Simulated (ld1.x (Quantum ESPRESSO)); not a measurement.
Zn: TM pseudisation with PBE, scalar-relativistic reference atom.

- Element: Zn
- Generator: ld1.x (Quantum ESPRESSO) 7.5
- Type: norm-conserving Troullier–Martins (Kleinman–Bylander form)
- Functional: PBE
- Relativity: scalar-relativistic
- Frozen core: [Ar] 3d10
- Valence charge: 2
- Reference configuration: 4s0.5 4p0 (charge +1.5)
- Partial waves: 4s (bound): rc 1.65 bohr; 4p (bound, empty): rc 1.85 bohr
- Local potential: all-electron potential smoothed inside 1.45 bohr (lloc = -2)
- Core correction: none

- Cutoffs needed: 8 Ry and 30 Ry (the cutoffs (Ry, on a coarse ladder) from which the occupation-weighted sum of valence levels, in a spherical-Bessel basis at the reference potential, stays within 10 and 1 mRy of its value at 400 Ry)
- Ghost test: no extra level below or beside the all-electron valence levels (s, p, d, f tested) (spherical-Bessel basis up to 400 Ry, 20 bohr box)
- Largest excitation error: +520 meV (all-electron minus pseudo) for 4s2 4p0, out of 6 test configurations
